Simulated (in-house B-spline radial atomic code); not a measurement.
Ionisation energies along the 27-electron series, configuration [Ar] 3d9, as differences of self-consistent energies. NIST's values go from ground level to ground level; the uncertainty of those that are theory runs from under 0.1 % in few-electron ions to several per cent in heavy many-electron ones. Computed with a B-spline radial code for spherical atoms: non-relativistic Hartree-Fock, average of the configuration, point nuclei.

This level leaves out relativity, spin-orbit splitting included, which matters for heavy ions.

| ion | configuration after | ionisation energy (eV) | IE/(q+1)² (eV) | -ε less Coulomb ΔSCF (eV) | tabulated value (eV) | tabulated kind | computed minus tabulated (eV) |
| --- | --- | --- | --- | --- | --- | --- | --- |
| Ni+ | [Ar] 3d8 | 16.8 | 4.1961 | 4.149 | 18.16884 | measured | -1.4 |
| Cu2+ | [Ar] 3d8 | ? | ? | ? | ? | measured | ? |
| Zn3+ | [Ar] 3d8 | 59.5 | 3.7169 | 3.7754 | 59.573 | measured | -0.1 |
| Ga4+ | [Ar] 3d8 | 86.4 | 3.4575 | 3.7059 | 86.01 | semi-empirical | 0.4 |
| Ge5+ | [Ar] 3d8 | ? | ? | ? | ? | semi-empirical | ? |
| As6+ | [Ar] 3d8 | 150.7 | 3.0745 | 3.6408 | 147 | tabulated theory | 3.7 |
| Se7+ | [Ar] 3d8 | 187.7 | 2.9331 | 3.6255 | 184 | tabulated theory | 3.7 |
| Br8+ | [Ar] 3d8 | 228.0 | 2.815 | 3.6159 | 224 | tabulated theory | 4.0 |
| Kr9+ | [Ar] 3d8 | 271.5 | 2.715 | 3.61 | 268 | tabulated theory | 3.5 |
| Rb10+ | [Ar] 3d8 | 318.2 | 2.6294 | 3.6064 | 313.1 | tabulated theory | 5.1 |
| Sr11+ | [Ar] 3d8 | 368.0 | 2.5552 | 3.6045 | 362 | tabulated theory | 6.0 |
| Zr13+ | [Ar] 3d8 | 476.9 | 2.4333 | 3.6036 | 470 | tabulated theory | 6.9 |
| Nb14+ | [Ar] 3d8 | 536.1 | 2.3825 | 3.604 | 530 | tabulated theory | 6.1 |
| Mo15+ | [Ar] 3d8 | 598.3 | 2.3371 | 3.6049 | 591 | tabulated theory | 7.3 |
| Tc16+ | [Ar] 3d8 | 663.6 | 2.2963 | 3.606 | 655 | tabulated theory | 8.6 |
| Ru17+ | [Ar] 3d8 | 732.0 | 2.2593 | 3.6074 | 723 | tabulated theory | 9.0 |
| Rh18+ | [Ar] 3d8 | 803.5 | 2.2257 | 3.6089 | 794 | tabulated theory | 9.5 |
| Pd19+ | [Ar] 3d8 | 878.0 | 2.1951 | 3.6104 | 869 | tabulated theory | 9.0 |
| Ag20+ | [Ar] 3d8 | ? | ? | ? | ? | tabulated theory | ? |
| Cd21+ | [Ar] 3d8 | 1036.3 | 2.1411 | 3.6138 | 1026 | tabulated theory | 10.3 |
| In22+ | [Ar] 3d8 | 1120.0 | 2.1173 | 3.6155 | 1109 | tabulated theory | 11.0 |

Fill in the row of Cu2+.

ionisation energy (eV): 36.1; IE/(q+1)² (eV): 4.0161; -ε less Coulomb ΔSCF (eV): 3.9014; tabulated value (eV): 36.841; computed minus tabulated (eV): -0.7.

Fill in the row of Ge5+.

ionisation energy (eV): 116.9; IE/(q+1)² (eV): 3.2464; -ε less Coulomb ΔSCF (eV): 3.6654; tabulated value (eV): 115.9; computed minus tabulated (eV): 1.0.

Fill in the row of Ag20+.

ionisation energy (eV): 955.6; IE/(q+1)² (eV): 2.167; -ε less Coulomb ΔSCF (eV): 3.6121; tabulated value (eV): 946; computed minus tabulated (eV): 9.6.

How far is this level of theory from the measured and semi-empirical values?

Over those 5 rows the differences run from -1.38 to +0.969 eV (mean absolute value 0.72 eV). The calculation leaves out relativity, correlation and, in open shells, the multiplet splittings that an average leaves out.
